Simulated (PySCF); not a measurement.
Compound: C10H15B.
InChI=1S/C10H15B/c1-2-8-6-7-9-4-3-5-10(8)11-9/h1,8-11H,3-7H2/t8-,9+,10-/m1/s1

Method: PBE0-D3(BJ)/def2-SVP geometry optimisation, gas phase in PySCF 2.14.0.

Take the most abundant isotopes and a rigid rotor. 

**Question.** What are A, B and C (MHz)?

**Answer.** Ia = 272.86, Ib = 527.12, Ic = 638.74 u·Å²; 505379 MHz·u·Å²/I gives A = 1852, B = 958.8, C = 791.2 MHz.

**Question.** Classify the top.

**Answer.** An asymmetric top; Ray's κ = -0.684.

**Question.** Is it planar, by Δ = Ic − Ia − Ib?

**Answer.** Not planar: Δ = Ic − Ia − Ib = -161.24 u·Å². For a rigid frame Δ = −2 Σ m c², so Σ m c² = 80.62 u·Å² lies off the ab plane: 24.52 from hydrogen and 56.10 from heavier atoms. The atom farthest from that plane is 2.57 Å away.

**Question.** Predict some low-J microwave lines.

**Answer.** The dipole components are |μa| = 0.51 D, |μb| = 0.21 D, |μc| = 0.56 D. The squared components, which scale the intensities, stand as 0.83 : 0.14 : 1.00 (a : b : c). Some lines, for components of 0.1 D or more:

```tsv
type	branch	J(Ka,Kc)	MHz	lower level (cm⁻¹)
a	Q	2(1,1) ← 2(1,2)	503	0.199
c	Q	2(1,2) ← 2(0,2)	747	0.174
c	Q	1(1,1) ← 1(0,1)	893	0.058
b	Q	1(1,0) ← 1(0,1)	1061	0.058
b	Q	2(1,1) ← 2(0,2)	1250	0.174
a	R	1(0,1) ← 0(0,0)	1750	0.000
b	R	2(0,2) ← 1(1,1)	2585	0.088
b	R	1(1,1) ← 0(0,0)	2643	0.000
c	Q	2(2,1) ← 2(1,1)	2680	0.216
b	Q	2(2,0) ← 2(1,1)	2702	0.216
c	R	1(1,0) ← 0(0,0)	2811	0.000
b	Q	2(2,1) ← 2(1,2)	3183	0.199
a	R	2(1,2) ← 1(1,1)	3332	0.088
a	R	2(0,2) ← 1(0,1)	3478	0.058
a	R	2(1,1) ← 1(1,0)	3667	0.094
b	R	2(1,2) ← 1(0,1)	4226	0.058
c	R	2(1,1) ← 1(0,1)	4728	0.058
b	R	2(2,1) ← 1(1,0)	6348	0.094
c	R	2(2,0) ← 1(1,0)	6369	0.094
c	R	2(2,1) ← 1(1,1)	6515	0.088
b	R	2(2,0) ← 1(1,1)	6537	0.088
```

No frequency check. Constants of a rigid frame at the computed geometry: no zero-point averaging, no centrifugal distortion. Quadrupole hyperfine structure (11B) is left out.
